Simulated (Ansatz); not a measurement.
Harmonic frequencies (cm⁻¹) at PBE0-D4/def2-TZVP from Ansatz: 71, 98, 100, 110, 110, 120, 153, 163, 164, 214, 390, 419, 520, 568, 583, 593, 640, 646, 707, 741, 743, 1198, 1213, 1214, 1217, 1441, 1441, 1442, 1451, 1451, 1455, 2712, 2725, 3021, 3023, 3024, 3094, 3095, 3096, 3103, 3107, 3108.

Each molecule was computed in one conformer, which needn't be the lowest.

(1) Which molecule is it?
A. `C[NH+](C)[InH3-]`
B. `[CH3][Al-]([CH3])([CH3])[SH2+]`
C. `C[B-]([PH3+])(Cl)Cl`
D. `F[B-](F)(F)[NH2+][SiH3]`

## Answers

(1) B.
